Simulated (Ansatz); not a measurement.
Nudged elastic band run: AlF2H2O

Input file:

```yaml
crystal:
  periodic: [false, false, false]
  atoms:
    - { symbol: Al, position_ang: [0.010637, -0.004547, 0.560918] }
    - { symbol: H, position_ang: [0.210215, -1.51246, 1.51329] }
    - { symbol: F, position_ang: [1.376422, 0.388937, -0.287466] }
    - { symbol: F, position_ang: [-1.455422, -0.006217, -0.216573] }
    - { symbol: O, position_ang: [0.056112, 0.280865, 2.291425] }
    - { symbol: H, position_ang: [-0.712365, 0.052322, 2.835505] }
magnetization:
  spin_polarized: true
  initial_magnetization: 1
basis:
  gaussian: { orbitals: def2-SVP }
hamiltonian:
  xc: b3lyp
neb:
  order_check: false
  images: 7
  f_tol: 0.05
  max_iterations: 60
  spring: 0.1
  final_atoms:
    - { symbol: Al, position_ang: [-0.24038309, -0.5104942, -0.00242847] }
    - { symbol: H, position_ang: [0.77433186, -0.28948488, 2.20950951] }
    - { symbol: F, position_ang: [1.31647787, 0.1533455, -0.04963949] }
    - { symbol: F, position_ang: [-1.50366298, 0.60188114, 0.15134378] }
    - { symbol: O, position_ang: [-0.0962004, -0.68097015, 2.01033533] }
    - { symbol: H, position_ang: [-0.76496426, -0.0753774, 2.37797834] }
  initial_path:
    images:
      - { positions_ang: [[0.010637, -0.004547, 0.560918], [0.210215, -1.51246, 1.51329], [1.376422, 0.388937, -0.287466], [-1.455422, -0.006217, -0.216573], [0.056112, 0.280865, 2.291425], [-0.712365, 0.052322, 2.835505]] }
      - { positions_ang: [[0.01263236, -0.00959291, 0.42041387], [0.1544231, -1.13028568, 1.58700808], [1.40646802, 0.28317311, -0.42070969], [-1.44903932, -0.01806137, -0.3801963], [0.03313341, 0.22212078, 2.4979756], [-0.67201857, -0.14845392, 2.99260744]] }
      - { positions_ang: [[0.01462771, -0.01463881, 0.27990973], [0.0986312, -0.74811136, 1.66072617], [1.43651403, 0.17740921, -0.55395338], [-1.44265664, -0.02990574, -0.5438196], [0.01015483, 0.16337655, 2.70452619], [-0.63167213, -0.34922985, 3.14970989]] }
      - { positions_ang: [[0.01662307, -0.01968472, 0.1394056], [0.0428393, -0.36593703, 1.73444425], [1.46656005, 0.07164532, -0.68719707], [-1.43627397, -0.04175012, -0.7074429], [-0.01282376, 0.10463233, 2.91107679], [-0.5913257, -0.55000577, 3.30681233]] }
      - { positions_ang: [[0.01861843, -0.02473063, -0.00109854], [-0.0129526, 0.01623729, 1.80816233], [1.49660606, -0.03411858, -0.82044075], [-1.42989129, -0.05359449, -0.8710662], [-0.03580235, 0.0458881, 3.11762738], [-0.55097926, -0.7507817, 3.46391478]] }
      - { positions_ang: [[-0.04613195, -0.14617152, -0.00143102], [0.18386852, -0.06019325, 1.90849913], [1.45157402, 0.01274744, -0.62774044], [-1.44833421, 0.11027442, -0.6154637], [-0.05090186, -0.13582646, 2.84080437], [-0.60447551, -0.58193062, 3.19243067]] }
      - { positions_ang: [[-0.11088233, -0.26761241, -0.0017635], [0.38068963, -0.1366238, 2.00883592], [1.40654197, 0.05961346, -0.43504012], [-1.46677713, 0.27414333, -0.35986121], [-0.06600137, -0.31754103, 2.56398135], [-0.65797176, -0.41307955, 2.92094656]] }
      - { positions_ang: [[-0.17563271, -0.38905331, -0.00209598], [0.57751074, -0.21305434, 2.10917271], [1.36150992, 0.10647948, -0.24233981], [-1.48522005, 0.43801224, -0.10425871], [-0.08110089, -0.49925559, 2.28715834], [-0.71146801, -0.24422848, 2.64946245]] }
      - { positions_ang: [[-0.24038309, -0.5104942, -0.00242847], [0.77433186, -0.28948488, 2.20950951], [1.31647787, 0.1533455, -0.04963949], [-1.50366298, 0.60188114, 0.15134378], [-0.0962004, -0.68097015, 2.01033533], [-0.76496426, -0.0753774, 2.37797834]] }
```

Command:

```bash
$ ansatz run input.yaml --threads 2 --pin off --max-ram 3072MiB --backend cpu --events-out ev --progress --plain --runs-dir out
```

Output, in part (warnings, iteration lines):

```
NEB end point (image 0): max|allowed force component| = 6.193e-3 eV/Å (the criterion of neb.relax_end_points is 1.000e-2)
NEB end point (image 8): max|allowed force component| = 2.720e-2 eV/Å (the criterion of neb.relax_end_points is 1.000e-2)
NEB iter   1: max|band force component| = 3.317e1 eV/Å  barrier→ = 8.2009 eV  barrier← = 8.7571 eV  Δτ_max = 0.2000 Å  (263 SCF iters)
NEB iter   2: max|band force component| = 2.990e1 eV/Å  barrier→ = 5.2408 eV  barrier← = 5.7970 eV  Δτ_max = 0.2000 Å  (235 SCF iters)
NEB iter   3: max|band force component| = 1.169e1 eV/Å  barrier→ = 2.1827 eV  barrier← = 2.7389 eV  Δτ_max = 0.2000 Å  (225 SCF iters)
NEB iter   4: max|band force component| = 6.427e0 eV/Å  barrier→ = 1.2017 eV  barrier← = 1.7579 eV  Δτ_max = 0.1970 Å  (230 SCF iters)
NEB iter   5: max|band force component| = 3.147e0 eV/Å  barrier→ = 0.8115 eV  barrier← = 1.3676 eV  Δτ_max = 0.2000 Å  (221 SCF iters)
NEB iter   6: max|band force component| = 3.494e0 eV/Å  barrier→ = 0.9843 eV  barrier← = 1.5405 eV  Δτ_max = 0.1013 Å  (219 SCF iters)
NEB iter   7: max|band force component| = 1.957e0 eV/Å  barrier→ = 0.6427 eV  barrier← = 1.1989 eV  Δτ_max = 0.1012 Å  (208 SCF iters)
NEB iter   8: max|band force component| = 8.975e-1 eV/Å  barrier→ = 0.6134 eV  barrier← = 1.1696 eV  Δτ_max = 0.2000 Å  (202 SCF iters)
NEB iter   9: max|band force component| = 7.506e-1 eV/Å  barrier→ = 0.5732 eV  barrier← = 1.1294 eV  Δτ_max = 0.2000 Å  (227 SCF iters)
NEB iter  10: max|band force component| = 5.077e0 eV/Å  barrier→ = 1.1635 eV  barrier← = 1.7197 eV  Δτ_max = 0.1022 Å  (222 SCF iters)
NEB iter  11: max|band force component| = 1.187e0 eV/Å  barrier→ = 0.5191 eV  barrier← = 1.0753 eV  Δτ_max = 0.2000 Å  (207 SCF iters)
NEB iter  12: max|band force component| = 1.182e0 eV/Å  barrier→ = 0.5520 eV  barrier← = 1.1081 eV  Δτ_max = 0.2000 Å  (215 SCF iters)
NEB iter  13: max|band force component| = 1.516e0 eV/Å  barrier→ = 0.5287 eV  barrier← = 1.0848 eV  Δτ_max = 0.0979 Å  (212 SCF iters)
NEB iter  14: max|band force component| = 3.116e0 eV/Å  barrier→ = 0.5126 eV  barrier← = 1.0688 eV  Δτ_max = 0.0504 Å  (204 SCF iters)
NEB iter  15: max|band force component| = 1.428e0 eV/Å  barrier→ = 0.5008 eV  barrier← = 1.0569 eV  Δτ_max = 0.1016 Å  (208 SCF iters)
NEB iter  16: max|band force component| = 4.412e-1 eV/Å  barrier→ = 0.4740 eV  barrier← = 1.0302 eV  CI = image 1  Δτ_max = 0.2000 Å  (206 SCF iters)
NEB iter  17: max|band force component| = 4.588e-1 eV/Å  barrier→ = 0.4708 eV  barrier← = 1.0269 eV  CI = image 1  Δτ_max = 0.2000 Å  (203 SCF iters)
NEB iter  18: max|band force component| = 1.013e0 eV/Å  barrier→ = 0.6216 eV  barrier← = 1.1778 eV  CI = image 1  Δτ_max = 0.0997 Å  (205 SCF iters)
NEB iter  19: max|band force component| = 7.206e-1 eV/Å  barrier→ = 0.7009 eV  barrier← = 1.2570 eV  CI = image 1  Δτ_max = 0.2000 Å  (205 SCF iters)
NEB iter  20: max|band force component| = 8.176e-1 eV/Å  barrier→ = 0.8261 eV  barrier← = 1.3823 eV  CI = image 1  Δτ_max = 0.2000 Å  (202 SCF iters)
NEB iter  21: max|band force component| = 7.812e-1 eV/Å  barrier→ = 0.7896 eV  barrier← = 1.3457 eV  CI = image 1  Δτ_max = 0.1974 Å  (210 SCF iters)
NEB iter  22: max|band force component| = 5.580e-1 eV/Å  barrier→ = 0.5937 eV  barrier← = 1.1498 eV  CI = image 1  Δτ_max = 0.2000 Å  (203 SCF iters)
NEB iter  23: max|band force component| = 7.450e-1 eV/Å  barrier→ = 0.5208 eV  barrier← = 1.0770 eV  CI = image 1  Δτ_max = 0.1000 Å  (203 SCF iters)
NEB iter  24: max|band force component| = 3.348e-1 eV/Å  barrier→ = 0.4728 eV  barrier← = 1.0290 eV  CI = image 1  Δτ_max = 0.1977 Å  (199 SCF iters)
NEB iter  25: max|band force component| = 3.789e-1 eV/Å  barrier→ = 0.4017 eV  barrier← = 0.9579 eV  CI = image 1  Δτ_max = 0.1011 Å  (207 SCF iters)
NEB iter  26: max|band force component| = 2.253e-1 eV/Å  barrier→ = 0.3757 eV  barrier← = 0.9318 eV  CI = image 1  Δτ_max = 0.1005 Å  (198 SCF iters)
NEB iter  27: max|band force component| = 2.684e-1 eV/Å  barrier→ = 0.3580 eV  barrier← = 0.9142 eV  CI = image 1  Δτ_max = 0.1005 Å  (197 SCF iters)
NEB iter  28: max|band force component| = 3.675e-1 eV/Å  barrier→ = 0.3508 eV  barrier← = 0.9070 eV  CI = image 1  Δτ_max = 0.1005 Å  (199 SCF iters)
NEB iter  29: max|band force component| = 5.130e-1 eV/Å  barrier→ = 0.3605 eV  barrier← = 0.9167 eV  CI = image 1  Δτ_max = 0.1032 Å  (198 SCF iters)
NEB iter  30: max|band force component| = 4.135e-1 eV/Å  barrier→ = 0.3402 eV  barrier← = 0.8964 eV  CI = image 1  Δτ_max = 0.1956 Å  (202 SCF iters)
NEB iter  31: max|band force component| = 4.001e-1 eV/Å  barrier→ = 0.3205 eV  barrier← = 0.8766 eV  CI = image 1  Δτ_max = 0.0994 Å  (202 SCF iters)
NEB iter  32: max|band force component| = 3.223e-1 eV/Å  barrier→ = 0.3036 eV  barrier← = 0.8597 eV  CI = image 1  Δτ_max = 0.1975 Å  (194 SCF iters)
NEB iter  33: max|band force component| = 2.952e-1 eV/Å  barrier→ = 0.3028 eV  barrier← = 0.8589 eV  CI = image 1  Δτ_max = 0.2000 Å  (200 SCF iters)
NEB iter  34: max|band force component| = 2.654e-1 eV/Å  barrier→ = 0.2950 eV  barrier← = 0.8511 eV  CI = image 1  Δτ_max = 0.1019 Å  (205 SCF iters)
NEB iter  35: max|band force component| = 1.491e-1 eV/Å  barrier→ = 0.2927 eV  barrier← = 0.8489 eV  CI = image 1  Δτ_max = 0.2000 Å  (196 SCF iters)
NEB iter  36: max|band force component| = 2.310e-1 eV/Å  barrier→ = 0.2916 eV  barrier← = 0.8478 eV  CI = image 1  Δτ_max = 0.0983 Å  (200 SCF iters)
NEB iter  37: max|band force component| = 2.488e-1 eV/Å  barrier→ = 0.2879 eV  barrier← = 0.8441 eV  CI = image 1  Δτ_max = 0.0501 Å  (198 SCF iters)
NEB iter  38: max|band force component| = 9.522e-2 eV/Å  barrier→ = 0.2871 eV  barrier← = 0.8433 eV  CI = image 1  Δτ_max = 0.0999 Å  (199 SCF iters)
NEB iter  39: max|band force component| = 1.467e-1 eV/Å  barrier→ = 0.2879 eV  barrier← = 0.8441 eV  CI = image 1  Δτ_max = 0.0501 Å  (193 SCF iters)
NEB iter  40: max|band force component| = 1.498e-1 eV/Å  barrier→ = 0.2892 eV  barrier← = 0.8454 eV  CI = image 1  Δτ_max = 0.0251 Å  (205 SCF iters)
NEB iter  41: max|band force component| = 8.991e-2 eV/Å  barrier→ = 0.2871 eV  barrier← = 0.8432 eV  CI = image 1  Δτ_max = 0.0251 Å  (201 SCF iters)
NEB iter  42: max|band force component| = 1.224e-1 eV/Å  barrier→ = 0.2861 eV  barrier← = 0.8423 eV  CI = image 1  Δτ_max = 0.0251 Å  (206 SCF iters)
NEB iter  43: max|band force component| = 1.509e-1 eV/Å  barrier→ = 0.2855 eV  barrier← = 0.8417 eV  CI = image 1  Δτ_max = 0.0251 Å  (189 SCF iters)
NEB iter  44: max|band force component| = 1.668e-1 eV/Å  barrier→ = 0.2851 eV  barrier← = 0.8412 eV  CI = image 1  Δτ_max = 0.0501 Å  (181 SCF iters)
NEB iter  45: max|band force component| = 1.413e-1 eV/Å  barrier→ = 0.2843 eV  barrier← = 0.8405 eV  CI = image 1  Δτ_max = 0.1007 Å  (197 SCF iters)
NEB iter  46: max|band force component| = 1.647e-1 eV/Å  barrier→ = 0.2837 eV  barrier← = 0.8398 eV  CI = image 1  Δτ_max = 0.0502 Å  (191 SCF iters)
NEB iter  47: max|band force component| = 1.237e-1 eV/Å  barrier→ = 0.2825 eV  barrier← = 0.8387 eV  CI = image 1  Δτ_max = 0.0501 Å  (193 SCF iters)
NEB iter  48: max|band force component| = 1.298e-1 eV/Å  barrier→ = 0.2814 eV  barrier← = 0.8376 eV  CI = image 1  Δτ_max = 0.0502 Å  (197 SCF iters)
NEB iter  49: max|band force component| = 1.879e-1 eV/Å  barrier→ = 0.2831 eV  barrier← = 0.8393 eV  CI = image 1  Δτ_max = 0.0250 Å  (193 SCF iters)
NEB iter  50: max|band force component| = 1.901e-1 eV/Å  barrier→ = 0.2828 eV  barrier← = 0.8389 eV  CI = image 1  Δτ_max = 0.0501 Å  (196 SCF iters)
NEB iter  51: max|band force component| = 1.018e-1 eV/Å  barrier→ = 0.2809 eV  barrier← = 0.8370 eV  CI = image 1  Δτ_max = 0.0998 Å  (195 SCF iters)
NEB iter  52: max|band force component| = 1.061e-1 eV/Å  barrier→ = 0.2822 eV  barrier← = 0.8384 eV  CI = image 1  Δτ_max = 0.1006 Å  (197 SCF iters)
NEB iter  53: max|band force component| = 1.332e-1 eV/Å  barrier→ = 0.2793 eV  barrier← = 0.8355 eV  CI = image 1  Δτ_max = 0.0500 Å  (199 SCF iters)
NEB iter  54: max|band force component| = 1.027e-1 eV/Å  barrier→ = 0.2800 eV  barrier← = 0.8361 eV  CI = image 1  Δτ_max = 0.0999 Å  (203 SCF iters)
NEB iter  55: max|band force component| = 1.438e-1 eV/Å  barrier→ = 0.2800 eV  barrier← = 0.8361 eV  CI = image 1  Δτ_max = 0.0502 Å  (197 SCF iters)
NEB iter  56: max|band force component| = 8.613e-2 eV/Å  barrier→ = 0.2786 eV  barrier← = 0.8348 eV  CI = image 1  Δτ_max = 0.1000 Å  (204 SCF iters)
NEB iter  57: max|band force component| = 8.689e-2 eV/Å  barrier→ = 0.2781 eV  barrier← = 0.8343 eV  CI = image 1  Δτ_max = 0.1001 Å  (197 SCF iters)
NEB iter  58: max|band force component| = 9.834e-2 eV/Å  barrier→ = 0.2786 eV  barrier← = 0.8347 eV  CI = image 1  Δτ_max = 0.0500 Å  (195 SCF iters)
NEB iter  59: max|band force component| = 1.262e-1 eV/Å  barrier→ = 0.2798 eV  barrier← = 0.8359 eV  CI = image 1  Δτ_max = 0.0251 Å  (199 SCF iters)
NEB iter  60: max|band force component| = 1.135e-1 eV/Å  barrier→ = 0.2785 eV  barrier← = 0.8347 eV  CI = image 1  Δτ_max = 0.0250 Å  (200 SCF iters)
Error: NEB band did not converge after 60 iterations: max|band force component| = 1.14e-1 eV/Å (threshold 5.0e-2); raise `neb.max_iterations` in a new run, which can start from the last band evaluated (`neb.initial_path`, with `crystal.atoms` and `neb.final_atoms` set to its first and last images), …
```

The run ended unconverged. The band didn't meet its force threshold, so its energies are provisional: the largest band force was still 0.11 eV/Å, and over the last iterations the top stayed at 0.28 eV. Neighbouring images lie up to 4.1 Å apart, so the band is torn or far too coarse.

Final band (atoms are numbered from 1 in the order of the input):

```json
{"image": "0", "path coordinate (Å)": "0.00", "energy (kJ/mol)": "0.0", "H2–O5 (Å)": "1.96"}
{"image": "1", "path coordinate (Å)": "4.11", "energy (kJ/mol)": "26.9", "H2–O5 (Å)": "3.06"}
{"image": "2", "path coordinate (Å)": "5.61", "energy (kJ/mol)": "-20.1", "H2–O5 (Å)": "1.03"}
{"image": "3", "path coordinate (Å)": "7.12", "energy (kJ/mol)": "-40.2", "H2–O5 (Å)": "0.99"}
{"image": "4", "path coordinate (Å)": "9.04", "energy (kJ/mol)": "-34.1", "H2–O5 (Å)": "0.98"}
{"image": "5", "path coordinate (Å)": "10.05", "energy (kJ/mol)": "-34.5", "H2–O5 (Å)": "0.97"}
{"image": "6", "path coordinate (Å)": "11.00", "energy (kJ/mol)": "-42.5", "H2–O5 (Å)": "0.98"}
{"image": "7", "path coordinate (Å)": "11.93", "energy (kJ/mol)": "-44.8", "H2–O5 (Å)": "0.97"}
{"image": "8", "path coordinate (Å)": "12.86", "energy (kJ/mol)": "-53.7", "H2–O5 (Å)": "0.98"}
```

Time of the run: 12 min on 2 threads of Intel(R) Xeon(R) Platinum 8259CL CPU @ 2.50GHz (Skylake/Cascade Lake), on a shared host, peak memory 0.19 GiB.
